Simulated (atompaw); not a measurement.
## Reading a pseudo-wave (gadolinium)

Columns: radius, all-electron u(r) and pseudo u(r) of the 5s shell (level -49.74 eV) of gadolinium in the configuration [Kr] 4d10 4f7 5s2 5p6 5d1 6s2 6p0; PBE, scalar-relativistic, PAW (atompaw) scheme, atompaw 4.2.0.5.

```tsv
r (bohr)	all-electron	pseudo
0.112	0.0542	0.2455
0.223	0.2798	0.4784
0.335	-0.3151	0.6933
0.446	-0.5518	0.8781
0.558	-0.3398	1.0296
0.669	0.0567	1.1409
0.781	0.4472	1.2121
0.892	0.7402	1.2428
1.004	0.9249	1.2363
1.115	1.0119	1.1975
1.227	1.0261	1.1321
1.338	0.9897	1.0482
1.450	0.9212	0.9515
1.562	0.8355	0.8497
1.673	0.7438	0.7493
1.785	0.6516	0.6529
1.896	0.5647	0.5648
2.008	0.4842	0.4842
2.119	0.4124	0.4124
2.231	0.3487	0.3487
2.342	0.2936	0.2936
2.454	0.2459	0.2459
2.565	0.2054	0.2054
2.677	0.1708	0.1708
2.788	0.1420	0.1420
2.900	0.1175	0.1175
```

**Question.** How many radial nodes do the two functions have?

**Answer.** The all-electron 5s function has n − l − 1 = 4 (the table is too coarse to show those close to the nucleus); the pseudo-wave has 0, since the states of the same l below it are removed with the core.

**Question.** At about which radius was the pseudo-wave matched?

**Answer.** 1.95 bohr, where the columns begin to agree (steps of 0.11 bohr).

**Question.** Where does each function peak?

**Answer.** Outermost all-electron maximum near 1.23 bohr, pseudo maximum near 0.89 bohr (to the table’s step).

**Question.** Is the pseudo-wave norm-conserving?

**Answer.** No, it belongs to a PAW set: the norm inside the radius is not constrained, and the difference is carried by the augmentation charge.
